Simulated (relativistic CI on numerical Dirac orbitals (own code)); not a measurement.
**Calculated levels, Si XIII**

Calculated at this level of theory: Dirac-Coulomb-Breit CI, separate exchange-only KLI orbitals for each configuration, model QED (radiative potential, 1s self-energy scaled to tabulated hydrogen-like ionisation energies), unscaled Slater integrals (own radial code, finite nucleus).

Configurations in the expansion: 1s2, 1s.2s, 1s.2p, 1s.3s, 1s.3p, 1s.3d, 1s.4s, 1s.4p, 1s.4d, 1s.4f, 1s.5s, 1s.5p, 1s.5d, 1s.5f, 1s.5g, 1s.6s, 1s.6p, 1s.6d. Levels of other configurations are missing.

```
No.  Configuration  Term  J   E (Ry)    %  Next component (%)  Landé g
  1            1s2    1S  0    0.000  100                             
  2          1s.2s    3S  1  135.107  100                        1.998
  3          1s.2p   3P°  0  136.148  100                             
  4          1s.2p   3P°  1  136.164  100                        1.496
  5          1s.2p   3P°  2  136.229  100                        1.498
  6          1s.2s    1S  0  136.232  100                             
  7          1s.2p   1P°  1  137.020  100                        1.001
  8          1s.3s    3S  1  159.804  100                        1.999
  9          1s.3p   3P°  0  160.091  100                             
 10          1s.3p   3P°  1  160.096  100                        1.497
 11          1s.3s    1S  0  160.107  100                             
 12          1s.3p   3P°  2  160.115  100                        1.499
 13          1s.3d    3D  1  160.270  100                        0.500
 14          1s.3d    3D  2  160.271   87               13 1D    1.143
 15          1s.3d    3D  3  160.278  100                        1.333
 16          1s.3d    1D  2  160.286   87               13 3D    1.022
 17          1s.3p   1P°  1  160.338  100                        1.002
 18          1s.4s    3S  1  168.302  100                        1.999
 19          1s.4p   3P°  0  168.420  100                             
 20          1s.4p   3P°  1  168.422  100                        1.497
 21          1s.4s    1S  0  168.427  100                             
 22          1s.4p   3P°  2  168.430  100                        1.499
 23          1s.4d    3D  1  168.494  100                        0.500
 24          1s.4d    3D  2  168.494   90               10 1D    1.149
 25          1s.4d    3D  3  168.497  100                        1.333
 26          1s.4f   3F°  3  168.501   58              42 1F°    1.047
 27          1s.4f   3F°  2  168.501  100                        0.667
 28          1s.4d    1D  2  168.502   90               10 3D    1.017
 29          1s.4f   3F°  4  168.503  100                        1.249
 30          1s.4f   1F°  3  168.503   58              42 3F°    1.036
 31          1s.4p   1P°  1  168.523  100                        1.002
 32          1s.5s    3S  1  172.204  100                        1.999
 33          1s.5p   3P°  0  172.263  100                             
 34          1s.5p   3P°  1  172.265  100                        1.497
 35          1s.5s    1S  0  172.268  100                             
 36          1s.5p   3P°  2  172.269  100                        1.499
 37          1s.5d    3D  1  172.301  100                        0.500
 38          1s.5d    3D  2  172.301   91                9 1D    1.151
 39          1s.5d    3D  3  172.302  100                        1.333
 40          1s.5f   3F°  3  172.304   59              41 1F°    1.048
 41          1s.5f   3F°  2  172.305  100                        0.667
 42          1s.5d    1D  2  172.305   91                9 3D    1.015
 43          1s.5f   3F°  4  172.305  100                        1.250
 44          1s.5g    3G  4  172.305   55               45 1G    1.026
 45          1s.5g    3G  3  172.306  100                        0.750
```

Energies count from the lowest computed level; ° marks odd parity.

The mean weight of the leading LS term, summed over parents, in these 45 levels is 95 %, and that of the leading jj configuration (from the same eigenvectors) 94 %.

At this charge energies of transitions that change n are usually good to better than 1 %, and those within a shell (Δn = 0) to a few per cent.

LS names give the leading component of a level, which can be under half, so a name can repeat, a term be missing and a line seem to break the LS rules.
